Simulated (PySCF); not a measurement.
## Ho⁵⁴⁺: ionisation energy

Ho⁵⁴⁺ [Ne] 3s2 3p1 [3p1/2^1, M_J = 1/2] → Ho⁵⁵⁺ [Ne] 3s2, as a difference of total energies. All numbers are calculated (PySCF 2.14, the two-component X2C-1e Hamiltonian, in an even-tempered Gaussian basis (18 s from 15 bohr⁻², ratio 2.4; 14 p from 20 bohr⁻², ratio 2.4; 4 d from 66 bohr⁻², ratio 2.6; 4 f from 99 bohr⁻², ratio 2.6)). Correlated levels: 1s2 frozen; the 54 highest virtual spinors dropped. "Screened" scales the spin-orbit matrix elements by Boettger's factors to mimic the two-electron term; Breit and QED terms are absent.

```csv
method,ionisation energy (eV)
GHF (spin-free),5101.2
GMP2 (spin-free),5101.7
GHF (screened spin-orbit),5263.5
GMP2 (screened spin-orbit),5263.6
```

Breit and QED terms and the two-electron picture change are absent.

The spin-free rows lack the spin-orbit shift.

For comparison: 5258 ± 5 eV (theoretical estimate listed by NIST; NIST Atomic Spectra Database, ionization energies).
